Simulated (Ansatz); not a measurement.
Match the barriers

Saddle point of CH₉GeN, singlet (CH₅N ([CH3][NH2]) + GeH₄ → CH₇GeN ([CH3][NH][GeH3]) + H₂; bonds formed: Ge1–N7, H2–H6; bonds broken: Ge1–H2, H6–N7), PBE0-D4/def2-TZVP structure:

```
12
angstrom
Ge -1.3915 0.3828 -0.0852
H -0.8735 -0.4608 1.7605
H -1.3026 0.7462 -1.6146
H -1.2923 1.7239 0.6449
H -2.6731 -0.4394 0.0612
H -0.0658 -0.8648 0.9860
N 0.2917 -0.6763 -0.1173
C 1.5207 0.1049 -0.2105
H 0.2758 -1.4552 -0.7707
H 1.5570 0.7820 0.6470
H 1.5545 0.6982 -1.1271
H 2.3993 -0.5414 -0.1740
```

Program: Ansatz 0.2.0. Basis: def2-TZVPP, with def2-QZVPP for the basis limit. Cores are frozen in the correlated methods. Filled d shells of the heavier atoms are correlated. The def2 sets are not built for correlating such inner shells, so the correlated values are less sure here. B3LYP uses VWN-RPA correlation. Extrapolation: Hartree–Fock as exp(−7.88 √X), correlation as X^−2.97. Four methods, as single points on the PBE0-D4 structures, gave these electronic barriers from the start structure: 46.73, 49.71, 51.32, 64.21 kcal/mol.

The methods were, in alphabetical order, B3LYP-D4, BLYP-D4, CCSD(T), HF. Which gave which? (Judge from chemistry; the calculation decides.)

Computed: BLYP-D4 46.73; B3LYP-D4 49.71; CCSD(T) 51.32; HF 64.21 kcal/mol. For comparison, CCSD(T) at an estimated basis limit (MP2 extrapolated from triple and quadruple zeta, plus CCSD(T) − MP2 in triple zeta) gives 51.77 kcal/mol.

T1 diagnostic: at most 0.013.

Labels in which every atom is bracketed show which atoms are joined, not bond orders.

For scale, one of the runs: CCSD(T)/def2-TZVPP, 236 basis functions, launched by `ansatz run in.yaml --threads 4 --pin off --events-out ev --progress --plain --max-ram 9574MiB`. Hardware: 4 CPU threads of an Arm Neoverse V2, shared host. Wall time 120 s; peak host memory 4.4 GiB.
